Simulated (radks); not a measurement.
K3+, configuration [Ne] 3s2 3p4 (the NIST ground configuration). Calculated with a radial shooting solver on a logarithmic mesh with Libxc functionals: Dirac Kohn-Sham, LDA (Slater exchange, Perdew-Wang correlation), spin-unpolarised, spherical densities, point nucleus; open shells are shared between the two j in proportion to 2j + 1.

Unscreened Slater integrals over Kohn-Sham orbitals (eV). Large and small components are both included. Empty in this configuration: 3d3/2.

\begin{tabular}{lr}
integral & value \\ \hline
F0(3p3/2,3p3/2) & 18.952 \\
F2(3p3/2,3p3/2) & 9.5857 \\
F0(3p3/2,3p1/2) & 18.997 \\
G2(3p3/2,3p1/2) & 9.6050 \\
F0(3p3/2,3s1/2) & 19.622 \\
G1(3p3/2,3s1/2) & 13.081 \\
F0(3p3/2,2p3/2) & 25.706 \\
F2(3p3/2,2p3/2) & 4.9112 \\
G0(3p3/2,2p3/2) & 1.9803 \\
G2(3p3/2,2p3/2) & 2.0234 \\
F0(3p3/2,3d3/2) & 17.321 \\
F2(3p3/2,3d3/2) & 8.4121 \\
G1(3p3/2,3d3/2) & 10.526 \\
G3(3p3/2,3d3/2) & 6.3994 \\
F0(3p1/2,3p1/2) & 19.043 \\
F0(3p1/2,3s1/2) & 19.673 \\
G1(3p1/2,3s1/2) & 13.119 \\
F0(3p1/2,2p3/2) & 25.820 \\
G2(3p1/2,2p3/2) & 2.0250 \\
F0(3p1/2,3d3/2) & 17.357 \\
G1(3p1/2,3d3/2) & 10.548 \\
F0(3s1/2,3s1/2) & 20.376 \\
F0(3s1/2,2p3/2) & 27.048 \\
G1(3s1/2,2p3/2) & 2.2084 \\
F0(3s1/2,3d3/2) & 17.870 \\
G2(3s1/2,3d3/2) & 8.0413 \\
F0(2p3/2,2p3/2) & 70.955 \\
F2(2p3/2,2p3/2) & 33.080 \\
F0(2p3/2,3d3/2) & 21.876 \\
F2(2p3/2,3d3/2) & 3.6215 \\
G1(2p3/2,3d3/2) & 2.4062 \\
G3(2p3/2,3d3/2) & 1.3578 \\
F0(3d3/2,3d3/2) & 16.061 \\
F2(3d3/2,3d3/2) & 7.7358 \\
\end{tabular}
